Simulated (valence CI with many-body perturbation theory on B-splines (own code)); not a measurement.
**Pb⁴¹⁺: E2, M1 decay**

Method: valence CI with perturbative core correlation (CI+MBPT): five valence electrons over a frozen Dirac-Fock core [Kr], a basis of 7 s, 7 p, 8 d, 6 f, 4 g, 1 h functions for each j, with the one-electron correlation potential Σ1, the two-electron term Σ2, the three-electron term Σ3, Breit, model QED; selected CI, second order for the rest (own B-spline code, finite nucleus).

The last digits are not significant, and no measured levels were compared; by estimate large intervals hold to a few tenths of a per cent, small ones and those within an open d or f shell to about a per cent. Only levels of the ground parity were solved; by the run's estimate the other parity begins above the list, which can be wrong where configurations are misplaced.

Lines 51 to 100 of 120 in falling wavelength, among levels below 132.69 eV, chosen from the decays that carry over 1 % of a level's rate. Wavelengths and rates use the calculated energies. Electric multipoles are in the length gauge, E1 and E2 with the static RPA response of the core. Weak lines are less certain than strong ones. Lines between different terms over intervals too small for the method are left out, as are lines whose strength nearly cancels. The highest levels of a list are the least certain.

Levels are named by their leading jj configuration (3d3/2^4 stands for four electrons in 3d with j = 3/2), which in mixed levels can hold well under half, so a name can repeat and another be missing. Letters in brackets count levels of one name in rising energy.

| λ vac (nm) | Upper | Lower | Type | A (s⁻¹) | Branch % |
| --- | --- | --- | --- | --- | --- |
| 40.72 | (4d3/2^2 4d5/2^3) J=5/2 [c] | (4d3/2^3 4d5/2^2) J=7/2 [b] | M1 | 1.17e+05 | 29.2 |
| 40.46 | (4d3/2 4d5/2^4) J=5/2 [a] | (4d3/2^2 4d5/2^3) J=7/2 [a] | M1 | 1.44e+05 | 15.6 |
| 40.40 | (4d3/2^2 4d5/2^3) J=1/2 [a] | (4d3/2^3 4d5/2^2) J=3/2 [a] | M1 | 2.69e+05 | 65.8 |
| 40.39 | (4d3/2 4d5/2^4) J=9/2 | (4d3/2^2 4d5/2^3) J=7/2 [b] | M1 | 6.08e+04 | 13.6 |
| 40.34 | (4d3/2^2 4d5/2^3) J=13/2 | (4d3/2^3 4d5/2^2) J=11/2 | M1 | 4.47e+04 | 99.7 |
| 40.03 | (4d3/2^3 4d5/2^2) J=3/2 [a] | (4d3/2^4 4d5/2) J=5/2 | M1 | 3.04e+05 | 100.0 |
| 39.67 | (4d3/2^2 4d5/2^3) J=3/2 [b] | (4d3/2^3 4d5/2^2) J=1/2 | M1 | 2.39e+04 | 15.1 |
| 39.30 | (4d3/2 4d5/2^4) J=9/2 | (4d3/2^2 4d5/2^3) J=9/2 [b] | M1 | 1.80e+05 | 40.3 |
| 39.27 | (4d3/2 4d5/2^4) J=3/2 [a] | (4d3/2^2 4d5/2^3) J=5/2 [b] | M1 | 9.23e+04 | 11.7 |
| 39.14 | (4d3/2^2 4d5/2^3) J=3/2 [a] | (4d3/2^3 4d5/2^2) J=3/2 [a] | M1 | 2.74e+05 | 47.0 |
| 39.08 | (4d3/2 4d5/2^4) J=5/2 [b] | (4d3/2^2 4d5/2^3) J=3/2 [b] | M1 | 1.11e+05 | 22.1 |
| 39.00 | (4d3/2^2 4d5/2^3) J=7/2 [b] | (4d3/2^3 4d5/2^2) J=5/2 [b] | M1 | 6.12e+03 | 5.3 |
| 38.77 | (4d3/2 4d5/2^4) J=3/2 [a] | (4d3/2^2 4d5/2^3) J=3/2 [a] | M1 | 3.17e+05 | 40.1 |
| 38.77 | (4d3/2 4d5/2^4) J=5/2 [b] | (4d3/2^2 4d5/2^3) J=5/2 [c] | M1 | 2.40e+04 | 4.8 |
| 38.64 | (4d3/2^2 4d5/2^3) J=5/2 [b] | (4d3/2^3 4d5/2^2) J=3/2 [a] | M1 | 4.55e+04 | 14.3 |
| 38.27 | (4d3/2^2 4d5/2^3) J=5/2 [c] | (4d3/2^3 4d5/2^2) J=5/2 [b] | M1 | 9.55e+03 | 2.4 |
| 38.27 | (4d3/2^2 4d5/2^3) J=9/2 [b] | (4d3/2^3 4d5/2^2) J=9/2 | M1 | 2.17e+05 | 56.5 |
| 38.15 | (4d3/2 4d5/2^4) J=11/2 | (4d3/2^2 4d5/2^3) J=13/2 | M1 | 6.99e+04 | 13.9 |
| 38.05 | (4d3/2 4d5/2^4) J=5/2 [b] | (4d3/2^2 4d5/2^3) J=7/2 [b] | M1 | 7.41e+03 | 1.5 |
| 37.97 | (4d3/2^2 4d5/2^3) J=3/2 [b] | (4d3/2^3 4d5/2^2) J=5/2 [b] | M1 | 7.61e+04 | 48.1 |
| 37.86 | (4d3/2^2 4d5/2^3) J=5/2 [b] | (4d3/2^3 4d5/2^2) J=7/2 [a] | M1 | 1.05e+05 | 32.9 |
| 37.61 | (4d3/2 4d5/2^4) J=3/2 [a] | (4d3/2^2 4d5/2^3) J=1/2 [a] | M1 | 2.34e+05 | 29.6 |
| 37.29 | (4d3/2^2 4d5/2^3) J=7/2 [b] | (4d3/2^3 4d5/2^2) J=9/2 | M1 | 6.28e+04 | 54.7 |
| 37.24 | (4d3/2 4d5/2^4) J=7/2 [a] | (4d3/2^2 4d5/2^3) J=9/2 [a] | M1 | 2.12e+05 | 33.4 |
| 37.10 | (4d3/2^3 4d5/2^2) J=9/2 | (4d3/2^4 4d5/2) J=5/2 | E2 | 7.41e+01 | 28.9 |
| 36.84 | (4d3/2^2 4d5/2^3) J=7/2 [c] | (4d3/2^3 4d5/2^2) J=7/2 [b] | M1 | 8.27e+04 | 39.3 |
| 36.73 | (4d3/2^2 4d5/2^3) J=7/2 [a] | (4d3/2^3 4d5/2^2) J=5/2 [a] | M1 | 8.04e+04 | 24.6 |
| 36.67 | (4d3/2^2 4d5/2^3) J=1/2 [b] | (4d3/2^3 4d5/2^2) J=1/2 | M1 | 1.31e+05 | 43.2 |
| 36.06 | (4d3/2^2 4d5/2^3) J=9/2 [b] | (4d3/2^3 4d5/2^2) J=11/2 | M1 | 7.21e+04 | 18.8 |
| 35.95 | (4d3/2 4d5/2^4) J=5/2 [a] | (4d3/2^2 4d5/2^3) J=5/2 [a] | M1 | 7.02e+05 | 76.1 |
| 35.92 | (4d3/2 4d5/2^4) J=11/2 | (4d3/2^2 4d5/2^3) J=9/2 [a] | M1 | 9.06e+04 | 18.0 |
| 35.77 | (4d3/2 4d5/2^4) J=7/2 [a] | (4d3/2^2 4d5/2^3) J=7/2 [a] | M1 | 1.82e+05 | 28.7 |
| 35.55 | (4d3/2^3 4d5/2^2) J=5/2 [b] | (4d3/2^4 4d5/2) J=5/2 | M1 | 4.19e+03 | 48.5 |
| 35.55 | (4d3/2^3 4d5/2^2) J=5/2 [b] | (4d3/2^4 4d5/2) J=5/2 | E2 | 3.90e+02 | 4.5 |
| 35.25 | (4d3/2 4d5/2^4) J=11/2 | (4d3/2^2 4d5/2^3) J=11/2 | M1 | 2.94e+05 | 58.2 |
| 34.92 | (4d3/2^2 4d5/2^3) J=9/2 [b] | (4d3/2^3 4d5/2^2) J=7/2 [a] | M1 | 6.05e+04 | 15.7 |
| 34.82 | (4d3/2^2 4d5/2^3) J=7/2 [c] | (4d3/2^3 4d5/2^2) J=5/2 [b] | M1 | 3.90e+04 | 18.6 |
| 34.40 | (4d3/2^2 4d5/2^3) J=3/2 [c] | (4d3/2^3 4d5/2^2) J=3/2 [b] | M1 | 5.25e+04 | 42.8 |
| 34.25 | (4d3/2 4d5/2^4) J=5/2 [b] | (4d3/2^2 4d5/2^3) J=5/2 [b] | M1 | 1.45e+05 | 28.8 |
| 34.17 | (4d3/2^3 4d5/2^2) J=1/2 | (4d3/2^4 4d5/2) J=5/2 | E2 | 2.45e+02 | 12.6 |
| 34.16 | (4d3/2^2 4d5/2^3) J=5/2 [c] | (4d3/2^3 4d5/2^2) J=3/2 [a] | M1 | 6.24e+04 | 15.6 |
| 34.10 | (4d3/2^2 4d5/2^3) J=7/2 [b] | (4d3/2^3 4d5/2^2) J=7/2 [a] | M1 | 4.51e+03 | 3.9 |
| 33.91 | (4d3/2^2 4d5/2^3) J=3/2 [b] | (4d3/2^3 4d5/2^2) J=3/2 [a] | M1 | 4.63e+04 | 29.3 |
| 33.87 | (4d3/2 4d5/2^4) J=5/2 [b] | (4d3/2^2 4d5/2^3) J=3/2 [a] | M1 | 4.20e+04 | 8.3 |
| 33.67 | (4d3/2^3 4d5/2^2) J=7/2 [b] | (4d3/2^4 4d5/2) J=5/2 | M1 | 6.98e+03 | 95.4 |
| 33.54 | (4d3/2^2 4d5/2^3) J=5/2 [c] | (4d3/2^3 4d5/2^2) J=7/2 [a] | M1 | 1.37e+05 | 34.4 |
| 33.45 | (4d3/2^2 4d5/2^3) J=7/2 [c] | (4d3/2^3 4d5/2^2) J=9/2 | M1 | 8.38e+04 | 39.8 |
| 33.32 | (4d3/2 4d5/2^4) J=9/2 | (4d3/2^2 4d5/2^3) J=9/2 [a] | M1 | 6.88e+03 | 1.5 |
| 33.21 | (4d3/2^2 4d5/2^3) J=9/2 [c] | (4d3/2^3 4d5/2^2) J=7/2 [b] | M1 | 8.79e+04 | 75.3 |
| 32.95 | (4d3/2^2 4d5/2^3) J=3/2 [a] | (4d3/2^3 4d5/2^2) J=5/2 [a] | M1 | 1.70e+05 | 29.2 |
